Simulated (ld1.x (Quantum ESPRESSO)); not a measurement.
Transferability test, ultrasoft potential for B (Z = 5)

| Quantity | Value |
| --- | --- |
| Element | boron |
| Generator | ld1.x (Quantum ESPRESSO) 7.5 |
| Type | ultrasoft |
| Functional | PW91 |
| Relativity | scalar-relativistic |
| Frozen core | [He] |
| Valence charge | 3 |
| Reference configuration | 2s2 2p1 |
| Partial waves | 2s (bound): rcut 1.05, rcutus 1.10 bohr; 2s channel at 0.7 Ry: rcut 1.05, rcutus 1.10 bohr; 2p (bound): rcut 2.35, rcutus 2.55 bohr; 2p channel at 1.95 Ry: rcut 2.35, rcutus 2.55 bohr |
| Local potential | all-electron potential smoothed inside 0.95 bohr (lloc = -2) |
| Core correction | a·sin(br)/r model core, default radius (core density twice the valence density) |
| Augmentation charge | PSQ, inside the norm-conserving radii |

Energies are relative to the spin-unpolarised reference configuration 2s2 2p1; without spin polarisation the order of configurations can differ from experiment.

```tsv
valence configuration	charge	ΔE all-electron (eV)	error AE − PS (meV)
2s2 2p0	+1	8.268	-14
2s1 2p0	+2	33.736	-37
2s2 2p0.5	+0.5	2.911	-2.2
2s0 2p3	0	11.719	+40
2s2 2p1.3	-0.3	-0.751	-0.1
```

Question: What are ΔE and the potential's error for 2s1 2p2?

Answer: ΔE = 5.850 eV all-electron; the error (AE − PS) is +10 meV.

Question: What are ΔE and the potential's error for 2s1 2p1?

Answer: ΔE = 14.407 eV all-electron; the error (AE − PS) is +8.4 meV.

Levels in the configuration 2s0 2p3:

```json
{"level": "2p", "all-electron (eV)": "-4.480", "pseudo (eV)": "-4.474"}
```
